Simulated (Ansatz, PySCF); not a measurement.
Reaction (SMILES): NB(F)F -> [NH-]B(F)F + H+
Geometries: B3LYP-D3(BJ)/def2-TZVP minima from Ansatz (a quantum-chemistry and plane-wave program), one conformer each, not searched for the lowest. Frequencies are from Ansatz or PySCF.
Geometry of the first species:
```
B
F 1 1.3346
F 1 1.3346 2 117.54
N 1 1.3941 2 121.23 3 -180.00
H 4 1.0045 1 122.46 2 0.00
H 4 1.0045 5 115.08 1 180.00
```
Charge 0, spin multiplicity 1.

Quantity: gas-phase deprotonation energy (enthalpy at 298 K, with B3LYP-D3(BJ) rigid-rotor harmonic-oscillator terms), in eV. Valence correlation only, unless marked. Spin-orbit coupling is left out. Non-relativistic. Anions need diffuse functions: aug- sets have them; def2-D sets add few; the other sets have none. CBS(X,Y): correlation extrapolated as X^-3; Hartree-Fock from the larger set. The bracket is a focal-point correction in the basis named.

```tsv
level	program	gas-phase deprotonation energy (eV)
PBE0/def2-TZVP	Ansatz	16.27
PBE0/def2-TZVPD	Ansatz	16.15
HSE06-D4/def2-TZVPD	Ansatz + dftd4	16.15
SCS-MP2/cc-pwCVTZ	Ansatz	16.41
RI-MP2/CBS(aug-cc-pVTZ,aug-cc-pVQZ)+[CCSD(T)-MP2]/aug-cc-pVTZ	Ansatz	(withheld)
```

Q: What belongs in the gaps?

A: 
- RI-MP2/CBS(aug-cc-pVTZ,aug-cc-pVQZ)+[CCSD(T)-MP2]/aug-cc-pVTZ, gas-phase deprotonation energy (eV): 16.10
